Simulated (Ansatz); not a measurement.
A CCSD(T) single point on CH₆AlBSi, SMILES `[CH3][Al]1[BH][SiH2]1`.

```yaml
crystal:
  periodic: [false, false, false]
  atoms:
    - {symbol: C, position_ang: [-1.369961, 1.071610, -1.101104]}
    - {symbol: Al, position_ang: [-0.301013, -0.315213, -0.248911]}
    - {symbol: B, position_ang: [0.635779, -1.923104, 0.495452]}
    - {symbol: Si, position_ang: [1.598953, -0.546323, 1.274816]}
    - {symbol: H, position_ang: [-0.750715, 1.706022, -1.740533]}
    - {symbol: H, position_ang: [-1.848574, 1.711521, -0.355294]}
    - {symbol: H, position_ang: [-2.154059, 0.629044, -1.720916]}
    - {symbol: H, position_ang: [0.648655, -3.108124, 0.500365]}
    - {symbol: H, position_ang: [0.933506, 0.760879, 0.746372]}
    - {symbol: H, position_ang: [2.690630, -0.037515, 2.152853]}
basis:
  gaussian: {orbitals: def2-SVP}
correlation: {method: ccsd_t}
```

```sh
$ ansatz run in.yaml --threads 2 --pin off --events-out ev --progress --plain --max-ram 4352MiB
```

Log, shortened:

```
Functional definition: HF
928 factors; integrals over basis functions are off by at most 1.1e-3 eV
mean field evaluation 1: about -16231.4514 eV, gradient 2.7e1 eV
mean field evaluation 2: about -16231.4849 eV, gradient 2.7e1 eV
mean field evaluation 4: about -16234.1210 eV, gradient 2.9e0 eV
mean field evaluation 8: about -16234.1772 eV, gradient 1.4e-3 eV
mean field -16234.17722652 eV, -596.5950091542 hartree, gradient 3.4e-6 eV, S^2 0.000000; 0 other end points of the search recorded, 0 dependent functions left out
12 core orbitals not correlated: weight in the atoms' cores, before any rotation towards them, 1.000 or more for the frozen orbitals, at most 0.000 for the correlated occupied ones
reference -16234.17722652 eV, -596.5950091542 hartree; 10, 10 occupied and 72, 72 virtual orbitals, 928 factors
second order -10.94941533 eV of doubles, -0.00000000 eV of singles
cycle   1  -11.88458143 eV  change   -9.4e-1 eV  update   9.1e-2
cycle   2  -12.27808193 eV  change   -3.9e-1 eV  update   2.9e-2
cycle   3  -12.33916658 eV  change   -6.1e-2 eV  update   1.2e-2
cycle   4  -12.33725704 eV  change    1.9e-3 eV  update   3.9e-3
cycle   5  -12.33627133 eV  change    9.9e-4 eV  update   1.4e-3
cycle   6  -12.33610194 eV  change    1.7e-4 eV  update   5.6e-4
cycle   7  -12.33618722 eV  change   -8.5e-5 eV  update   1.8e-4
cycle   8  -12.33621330 eV  change   -2.6e-5 eV  update   7.3e-5
cycle   9  -12.33619452 eV  change    1.9e-5 eV  update   2.4e-5
perturbative correction -0.50050802 eV, -0.0183933306 hartree
Total energy: -16247.01392907 eV, -597.0667492717 hartree
```

Run time 2.9 s (2 threads of an Arm Neoverse V1 on a shared host); peak host memory 0.3 GiB.

MP2 recovers 85.3 % of the CCSD(T) correlation energy and the triples give 3.9 %; T1 = 0.0140.
